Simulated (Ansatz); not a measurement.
Al4N4⁻. The state is a doublet with charge -1. Geometry r2SCAN-D4/def2-SVPD; atoms count from 1.

```xyz
8

Al   -3.282   -2.654    2.874
Al    3.277    2.631   -2.901
Al    1.070    0.861   -0.940
Al   -1.068   -0.853    0.949
N    -2.162   -1.731    1.914
N    -0.588    0.257   -0.432
N     0.589   -0.245    0.445
N     2.163    1.734   -1.909
```

Another isomer (doublet) lies 0.81 eV lower at PBE0-D4/def2-TZVPD; other spin states weren't run for this one.

**Question.** Estimate the Mulliken populations from the PBE0/def2-TZVPD orbitals of Ansatz.

**Answer.** 
| atom | charge (e) | spin (α − β) |
| --- | --- | --- |
| Al1 | -0.50 | 0.00 |
| Al2 | -0.50 | 0.00 |
| Al3 | 0.21 | -0.04 |
| Al4 | 0.21 | -0.04 |
| N5 | 0.03 | -0.01 |
| N6 | -0.23 | 0.55 |
| N7 | -0.23 | 0.55 |
| N8 | 0.03 | -0.01 |
Mulliken values depend strongly on the basis. With diffuse functions, as here, like atoms can get unlike values, and bond orders can come out too low or too high.

**Question.** Where does the spin sit?

**Answer.** Summed by element: Al -0.09, N 1.09, of 1 unpaired in all. Largest on single atoms: N7 0.55, N6 0.55, Al3 -0.04.

**Question.** And the Mayer bond orders between heavy atoms (over 0.3)?

**Answer.** Al1–N5 1.26 (1.74 Å); Al2–N8 1.26 (1.74 Å); Al3–N6 0.74 (1.84 Å); Al3–N7 0.74 (1.84 Å); Al3–N8 1.54 (1.70 Å); Al4–N5 1.54 (1.70 Å); Al4–N6 0.74 (1.84 Å); Al4–N7 0.74 (1.84 Å); N6–N7 0.95 (1.55 Å).
